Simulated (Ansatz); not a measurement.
Consider the homolysis of the N–Si bond: `O[SiH2]N[SiH3]` → `[NH][SiH2]O`• + `[SiH3]`•.

Gas-phase electronic energies from Ansatz, PBE0-D4/def2-TZVP geometries. CBS: MP2 limit from def2 TZ/QZ plus the TZ coupled-cluster correction, frozen cores. This one scheme is used for every species. DFT in def2-TZVPP. B3LYP here is the variant with VWN-RPA as its local correlation; programs differ in this. HSE06 is defined as in plane-wave codes. No spin–orbit coupling; open shells (•) take unrestricted orbitals. Each species was taken in one conformer, which may not be the lowest.

`O[SiH2]N[SiH3]`:

Z-matrix (Å, degrees):
```
Si
N 1 1.719
O 1 1.645 2 114.1
H 1 1.485 2 105.4 3 122.5
H 1 1.480 2 110.9 3 -115.8
Si 2 1.727 1 129.0 3 -111.1
H 2 1.012 1 115.4 3 69.3
H 3 0.958 1 117.5 2 60.5
H 6 1.484 2 107.5 1 9.1
H 6 1.489 2 112.6 1 -111.1
H 6 1.489 2 110.9 1 128.8
```

`[NH][SiH2]O`•:

Z-matrix (Å, degrees):
```
Si
O 1 1.637
N 1 1.741 2 110.5
H 1 1.493 2 112.1 3 116.9
H 1 1.484 2 105.4 3 -122.6
H 2 0.959 1 117.6 3 -45.9
H 3 1.022 1 114.4 2 -169.8
```

`[SiH3]`•:

Cartesian coordinates in Å:
```
Si 0.261 -0.201 0.073
H -0.506 0.012 1.328
H -0.564 -0.890 -0.953
H 0.809 1.079 -0.447
```

CCSD(T)/CBS gives +484.6 kJ/mol.

Task: Another level gave +442.3 kJ/mol. Which?
A. LDA (SPW92)/def2-TZVPP
B. BHLYP-D4/def2-TZVPP
C. HSE06/def2-TZVPP
D. B3LYP/def2-TZVPP

Result: D. B3LYP 442.3, BHLYP-D4 457.3, HSE06 451.4, LDA (SPW92) 518.0 kJ/mol.

Largest T1 diagnostic among the species: 0.015.

Leaving LDA and LC-ωPBE aside and taking each functional with its dispersion term where it has one, the values, not all of them listed here, spread over 40.0 kJ/mol, from revPBE-D4 to ωB97M-V. LDA lies +72.9 kJ/mol from PBE without D4, its usual overbinding. From PBE to PBE0 (25 % exact exchange), in def2-TZVPP and without D4, ΔE moves by +5.9 kJ/mol.

CCSD(T)/CBS has its own doubt, a few kJ/mol and more with outer-core shells, so smaller differences from it don't rank the levels.
